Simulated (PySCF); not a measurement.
Task: What does the PBE0-D3(BJ)/def2-SVP structure of InChI=1S/C5H5N3S/c6-3-1-2-5-7-4-8-9-5/h4H,1-2H2 look like in three dimensions?

Result: 
```
atom  x, y, z in Å
N1    -1.5099    2.6203    0.7639
C2    -1.6221    1.4827    0.5854
C3    -1.7421    0.0546    0.3184
C4    -0.8316   -0.4075   -0.8260
C5     0.6113   -0.2904   -0.4605
N6     1.1430   -0.8639    0.5855
C7     2.4632   -0.5439    0.6426
N8     2.9852    0.2289   -0.2757
S9     1.7761    0.6344   -1.3304
H10   -2.7942   -0.1694    0.0824
H11   -1.4796   -0.4992    1.2335
H12   -1.0489   -1.4674   -1.0322
H13   -1.0461    0.1574   -1.7446
H14    3.0914   -0.9293    1.4504
```

Orientation and origin are arbitrary. Atoms count from 1 in this order. Of the pairs four or more bonds apart, N6···H11 is among the closest relative to their van der Waals radii: 2.73 Å, 99 % of the sum of Bondi's values. The 4 C–N bonds span 1.157 Å (N1≡C2, drawn triple) to 1.360 Å (N6–C7, aromatic), a spread of 0.203 Å. S9 (ring sulfur) is bent (angle 92.3°). The 3 C–C bonds span 1.458 Å (C2–C3, drawn single) to 1.534 Å (C3–C4, drawn single), a spread of 0.076 Å.

Bonds between heavy atoms (Å): N1≡C2 1.157, C2–C3 1.458, C3–C4 1.534, C4–C5 1.493, C5–N6 1.306, N6–C7 1.360, C7–N8 1.309, N8–S9 1.655, C5–S9 1.723.

The calculation used PBE0-D3(BJ)/def2-SVP geometry optimisation, gas phase in PySCF.

Point group: C1 (no symmetry element, even within 0.4 Å). Not checked by PBE0-D3(BJ)/def2-SVP frequencies. The numbers are those of one conformer (C2–C3–C4–C5 67°, C3–C4–C5–N6 56°).

On one thread of an Intel Xeon Platinum 8488C, on a shared host, this took 85 s and 0.62 GiB of memory at its peak. These figures are those of the optimisation.
